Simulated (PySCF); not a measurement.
Computed shifts of a molecule C5H15NO2Si, B3LYP/pcSseg-1 (PySCF), GIAO, gas phase, equivalent atoms averaged, in ppm (number of nuclei): ²⁹Si: -45.8 (1). ¹³C: 63.5 (1), 55.2 (1), 40.5 (1), 38.8 (1), 22.7 (1). ¹⁵N: 43.5 (1). ¹H: 4.60 (1), 3.95 (3), 3.91 (2), 2.82 (6), 1.57 (3). References: ²⁹Si against TMS (σ = 338.7 ppm); ¹⁷O against H2O (σ = 333.8 ppm); ¹³C against TMS (σ = 181.3 ppm); ¹⁵N against NH3 (σ = 265.5 ppm); ¹H against TMS (σ = 31.68 ppm), references at their B3LYP-D3(BJ)/def2-TZVP geometries, non-relativistic. Geometry: r2SCAN-D4/def2-SVP. The values are those of a single conformer.

**Question.** Pick the molecule that these values belong to.
(A) CO[Si](C)(OC)N(C)C
(B) CCO[Si](C)(O)N(C)C
(C) CCO[SiH](OC)N(C)C
(D) CCO[Si](C)(N)OCC

**Answer.** C, CCO[SiH](OC)N(C)C
